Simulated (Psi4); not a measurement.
C₄H₉Cl₃Sn, triplet, at the geometry of the source list (a higher spin typed on purpose: for a closed-shell molecule this is an excited state) (all electrons, no relativity), with bond 12-2 at 1.3 times its length. Base run: HF/STO-3G run with Psi4.

Input for Psi4:
```
memory 2 GB

molecule {
0 3
C    -2.55570000    0.21460000    0.05930000
C    -1.07930000    0.34140000   -0.29060000
C    -0.31020000   -0.93140000    0.04990000
C     1.08890000   -0.96070000   -0.48800000
Sn    2.46520000    0.66390000    0.34860000
Cl    2.88530000    2.37870000   -1.19710000
Cl    1.72010000    1.73630000    2.30180000
Cl    4.57080000   -0.20270000    0.90680000
H    -3.03530000   -0.54530000   -0.55730000
H    -3.06480000    1.16040000   -0.09950000
H    -2.67630000   -0.06830000    1.10360000
H    -0.51835000    1.42664000    0.43337000
H    -0.97110000    0.56080000   -1.35220000
H    -0.30980000   -1.08030000    1.13240000
H    -0.83350000   -1.78830000   -0.39220000
H     1.62230000   -1.87260000   -0.23250000
H     1.13130000   -0.78260000   -1.55940000
}

set {
  basis sto-3g
  reference uhf
  scf_type pk
}

energy('scf')
print_variables()
```

Variants of this job, named by their change:

```
change                                        ΔE vs base (mEh)  SCF cycles  basis functions
--------------------------------------------  ----------------  ----------  ---------------
base                                                     0.000          19               83
basis_guess = sto-3g                                     0.000           1               83
puream = false                                         -3247.1          18               85
level_shift = 1.0                                        0.000          19               83
ints_tolerance = 1e-8                                    0.000          19               83
scf_type = out_of_core                                   0.000          19               83
guess = huckel                                           0.000          16               83
d_convergence = 1e-10                                    0.000          27               83
cholesky_tolerance = 1e-3 (with scf_type cd)            65.210          18               83
e_convergence = 1e-4                                     0.000          19               83
cholesky_tolerance = 1e-6 (with scf_type cd)             0.189          19               83
```

Open shells are given as the SCF converged; they aren't shown to be the lowest states, and a large step between rows can be another state.
